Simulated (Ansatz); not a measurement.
Reaction (isomerisation): `NC#C[CH2][InH2]` → `C=C/C=[N]\[InH2]`

Calculated with Ansatz (gas phase, PBE0-D4/def2-TZVP geometries, no zero-point term in ΔE). CCSD(T)/CBS adds triple-zeta CCSD(T) − MP2 to the extrapolated MP2 energy (def2 sets, frozen cores). Functionals use def2-TZVPP. B3LYP here is the variant with VWN-RPA as its local correlation; programs differ in this. HSE06 is defined as in plane-wave codes. Elements past krypton have def2 core potentials. For In outer-core shells are correlated without core-valence functions, which leaves a few kJ/mol of doubt a bond. One conformer a species, not always the lowest.

```
             level  ΔE (kJ/mol)  difference from CCSD(T)/CBS
       LDA (SPW92)        -59.6                         26.9
            PBE-D4        -81.7                          4.8
         revPBE-D4        -91.5                         -5.0
           BLYP-D4       -103.0                        -16.5
         r2SCAN-D4        -82.8                          3.7
            B97M-V        -91.4                         -4.9
          B3LYP-D4        -94.8                         -8.3
        r2SCANh-D4        -80.0                          6.5
          HSE06-D4        -75.6                         10.9
          BHLYP-D4        -92.2                         -5.7
      CAM-B3LYP-D4        -91.4                         -4.9
           ωB97X-V        -87.2                         -0.7
           ωB97M-V        -81.2                          5.3
            B2PLYP        -90.7                         -4.2
          PBE-QIDH        -72.8                         13.7
               PBE        -81.7                          4.8
            revPBE        -87.9                         -1.4
              BLYP       -102.3                        -15.8
            r2SCAN        -82.8                          3.7
              PBE0        -75.6                         10.9
             B3LYP        -94.8                         -8.3
           r2SCANh        -80.0                          6.5
           r2SCAN0        -76.3                         10.2
             HSE06        -75.7                         10.8
             BHLYP        -93.4                         -6.9
         CAM-B3LYP        -91.5                         -5.0
           LC-ωPBE        -73.6                         12.9
RPA@PBE/def2-TZVPP       -100.8                        -14.3
       HF/def2-SVP       -105.6                        -19.1
      MP2/def2-SVP        -87.3                         -0.8
     CCSD/def2-SVP       -103.7                        -17.2
     HF/def2-TZVPP       -107.0                        -20.5
    MP2/def2-TZVPP        -72.6                         13.9
SCS-MP2/def2-TZVPP        -86.5                          0.0
   CCSD/def2-TZVPP        -91.4                         -4.9
     HF/def2-QZVPP       -107.7                        -21.2
    MP2/def2-QZVPP        -69.6                         16.9
      HF/CBS(def2)       -107.8                        -21.3
     MP2/CBS(def2)        -67.0                         19.5
    CCSD/CBS(def2)        -85.7                          0.8
       CCSD(T)/CBS        -86.5                            0
```

Problem. What do rigid-rotor, harmonic-oscillator terms from PBE0-D4/def2-TZVP frequencies (298.15 K, 1 bar) make of the CCSD(T)/CBS value? (Estimate.)

Solution. Computed: ΔZPE = +0.5 kJ/mol, ΔH = -87.6 kJ/mol, ΔS = -9 J/(mol·K), ΔG = -84.8 kJ/mol. Modes under 50 cm⁻¹ make the entropy rough.

Largest T1 diagnostic among the species: 0.017.

From r2SCAN to r2SCAN0 (25 % exact exchange), in def2-TZVPP and without D4, ΔE moves by +6.5 kJ/mol. At CCSD(T), def2-SVP lies −19.9 kJ/mol from the extrapolated value and def2-TZVPP −5.6 kJ/mol.

CCSD(T)/CBS has its own doubt, a few kJ/mol and more with outer-core shells, so smaller differences from it don't rank the levels.
